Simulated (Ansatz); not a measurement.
`C=C[N][SiH3]` radical at its PBE0-D4/def2-TZVP geometry, where that method's forces vanish. The species carries charge 0 and has multiplicity 2.

```xyz
10

C     1.3060    0.7972    1.5272
C     0.6991    0.3788    0.3402
N    -0.4665   -0.1964    0.3354
Si   -1.2762   -0.7395   -1.0990
H     0.7957    0.6403    2.4697
H     2.2773    1.2758    1.5226
H     1.2575    0.5606   -0.5905
H    -2.5833   -0.0397   -1.1890
H    -1.5180   -2.1997   -0.9724
H    -0.4916   -0.4775   -2.3443
```

Question: What forces (eV/Å) does B3LYP-D4/def2-TZVPP give on these atoms in Ansatz? (Estimate.)

Answer: The calculation gave: 
```
C1   0.055  0.033  0.066
C2   0.207  0.104  0.022
N3  -0.143 -0.075 -0.045
Si4 -0.116 -0.068 -0.102
H5   0.047  0.017 -0.059
H6  -0.064 -0.031  0.008
H7  -0.027 -0.008  0.051
H8   0.076 -0.045 -0.001
H9   0.011  0.086 -0.014
H10 -0.046 -0.015  0.074
```

B3LYP here is the variant with VWN-RPA as its local correlation; programs differ in this.
